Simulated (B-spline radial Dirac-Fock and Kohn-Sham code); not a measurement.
# Sm²⁺ 3p1/2: cross section and angular parameters

System: samarium as Sm²⁺, 1s2 2s2 2p6 3s2 3p6 3d10 4s2 4p6 4d10 4f6 5s2 5p6; threshold 1546.1 eV (orbital energy of the model). Calculated with a B-spline atomic structure program, using Dirac-Hartree-Slater photoionisation with a Latter tail; cross sections with all multipoles, angular parameters from the dipole term and its interference with E2.

For linearly polarised light dσ/dΩ = σ/(4π) [1 + β P₂(cos θ) + (δ + γ cos²θ) sin θ cos φ], with θ from the polarisation vector and φ the angle between the beam and the projection of the electron momentum on the plane normal to the polarisation.

| hν (eV) | σ (kb) | β | γ | δ |
| --- | --- | --- | --- | --- |
| 2570 | 38.8 | 1.526 | 0.064 | 0.009 |
| 2984.4 | 30.2 | 1.573 | -0.007 | 0.003 |
| 3300 | 25.2 | 1.591 | -0.018 | 0.002 |
| 5414.7 | 9.38 | 1.583 | 0.252 | 0.006 |
| 5530 | 8.96 | 1.580 | 0.272 | 0.007 |
| 5550 | 8.89 | 1.580 | 0.276 | 0.007 |
| 6000 | ? | ? | ? | ? |
| 6860 | 5.53 | 1.545 | 0.501 | 0.014 |
| 6990 | 5.29 | 1.541 | 0.523 | 0.015 |
| 7130 | 5.06 | 1.538 | 0.546 | 0.016 |
| 7310 | 4.78 | 1.533 | 0.576 | 0.017 |
| 9251.7 | 2.72 | 1.479 | 0.879 | 0.030 |

Question: Give the values at 6000 eV.

Answer: σ = 7.48 kb, β = 1.568, γ = 0.354, δ = 0.009.
